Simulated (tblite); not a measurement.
BH₈NSi₂.
Atom-mapped SMILES: `[BH2:1][SiH2:2][NH:3][SiH3:4]` (hydrogens: H5, H6 on B1; H7, H8 on Si2; H9 on N3; H10, H11, H12 on Si4)

Computed with GFN2-xTB (tblite), gas phase: L-BFGS steps from a force-field or distance-geometry start until the largest atomic force falls under 0.01 eV/Å.

Step 53: E = -318.5265 eV
```
atom  x, y, z in Å  |  force x, y, z in eV/Å
B1      2.2821    0.3586    0.5246   -0.010  -0.022   0.024
Si2     0.8636   -0.8635   -0.0588   -0.023   0.017   0.000
N3     -0.5862   -0.0146   -0.5513   -0.010   0.016  -0.027
Si4    -1.9645    0.4687    0.3662    0.009   0.010   0.018
H5      3.3965    0.1988    0.2022   -0.011   0.016   0.016
H6      2.0615    1.2761    1.2172    0.006   0.002  -0.016
H7      1.1688   -1.6934   -1.2422    0.003  -0.022  -0.017
H8      0.4191   -1.8103    0.9842    0.018   0.005  -0.012
H9     -0.6130    0.2510   -1.5217    0.028  -0.027   0.004
H10    -2.7439    1.3323   -0.5229   -0.011   0.011   0.010
H11    -1.5311    1.1929    1.5648    0.007   0.014  -0.002
H12    -2.7517   -0.6971    0.7764   -0.005  -0.020   0.002
```

Step 54: E = -318.5267 eV
```
atom  x, y, z in Å  |  force x, y, z in eV/Å
B1      2.2800    0.3591    0.5267   -0.010  -0.020   0.017
Si2     0.8625   -0.8620   -0.0613   -0.027   0.013   0.027
N3     -0.5871   -0.0137   -0.5548   -0.005   0.016  -0.048
Si4    -1.9632    0.4682    0.3672    0.021   0.015   0.014
H5      3.3949    0.1970    0.2072   -0.007   0.015   0.017
H6      2.0599    1.2785    1.2171    0.002  -0.002  -0.016
H7      1.1716   -1.6944   -1.2413    0.001  -0.022  -0.027
H8      0.4141   -1.8082    0.9817    0.025   0.010  -0.019
H9     -0.6152    0.2489   -1.5265    0.020  -0.029   0.028
H10    -2.7447    1.3319   -0.5197   -0.014   0.012   0.010
H11    -1.5229    1.1928    1.5637   -0.002   0.007  -0.008
H12    -2.7485   -0.6987    0.7788   -0.004  -0.016   0.005
```

Step 55: E = -318.5271 eV
```
atom  x, y, z in Å  |  force x, y, z in eV/Å
B1      2.2781    0.3590    0.5310   -0.007  -0.013   0.007
Si2     0.8612   -0.8584   -0.0655   -0.023   0.001   0.046
N3     -0.5880   -0.0100   -0.5587    0.000   0.013  -0.067
Si4    -1.9616    0.4686    0.3690    0.024   0.017   0.002
H5      3.3939    0.1922    0.2175   -0.003   0.012   0.018
H6      2.0594    1.2811    1.2180   -0.004  -0.004  -0.013
H7      1.1758   -1.6926   -1.2428   -0.005  -0.015  -0.031
H8      0.4112   -1.8069    0.9755    0.029   0.011  -0.019
H9     -0.6230    0.2396   -1.5340    0.012  -0.028   0.050
H10    -2.7479    1.3298   -0.5160   -0.017   0.013   0.012
H11    -1.5140    1.1966    1.5611   -0.008  -0.002  -0.011
H12    -2.7441   -0.6998    0.7838    0.002  -0.005   0.007
```

Question: Estimate the geometry and energy of step 56. (The exact step hangs on the optimiser's Hessian estimate; all steps are aligned on step 55, rigid shifts and turns removed.)

Answer: E = -318.5276 eV, largest force 0.093 eV/Å
```
atom  x, y, z in Å  |  force x, y, z in eV/Å
B1      2.2774    0.3581    0.5375   -0.001  -0.004  -0.004
Si2     0.8604   -0.8524   -0.0711   -0.008  -0.015   0.044
N3     -0.5881   -0.0023   -0.5622    0.001   0.011  -0.092
Si4    -1.9598    0.4707    0.3713    0.014   0.014  -0.013
H5      3.3947    0.1834    0.2341    0.000   0.007   0.018
H6      2.0609    1.2834    1.2206   -0.012  -0.003  -0.008
H7      1.1809   -1.6863   -1.2481   -0.014   0.002  -0.027
H8      0.4124   -1.8073    0.9648    0.025   0.005  -0.010
H9     -0.6387    0.2204   -1.5439    0.008  -0.028   0.078
H10    -2.7541    1.3256   -0.5130   -0.016   0.012   0.013
H11    -1.5064    1.2054    1.5568   -0.008  -0.010  -0.010
H12    -2.7385   -0.6995    0.7920    0.012   0.010   0.008
```

The energy changes by -0.0005 eV. The first-order estimate −F·Δx gives -0.0006 eV and the mean of the old and new forces, exact on a quadratic surface, -0.0004 eV. The step makes an angle of 83° with the force vector and moves no atom by more than 0.027 Å.

The cost below is that of the whole relaxation. Time: 0.47 s. Hardware: one thread, Intel Xeon Platinum 8488C (x86_64) (shared host).
